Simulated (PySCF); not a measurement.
Sn(Me)(Cl)2 (CH₃Cl₂Sn), SMILES [CH3][Sn+]([Cl])[Cl], charge +1.

The structure is a stationary point at B3LYP-D3(BJ)/def2-SVP. The multiplicity is an assumed one; no other spin state was optimised. The isomer is the one that the SMILES or the coordinates give; other isomers of the formula were not compared. The def2 effective core potentials stand for the cores of Sn; spin–orbit coupling is left out.

Level of theory: PBE/def2-TZVP in PySCF.

Gas-phase values at a fixed geometry.

The total energy is -1174.01697 hartree and the highest occupied level is -12.98 eV. The lowest empty level is -9.16 eV. The orbital gap is 3.82 eV and the dipole moment about the centre of nuclear charge comes out as 0.888 e·Å. The mean static polarisability is 72.9 bohr³ (10.80 Å³) and the polarisability, principal values is 45.3, 85.9, 87.3 bohr³.
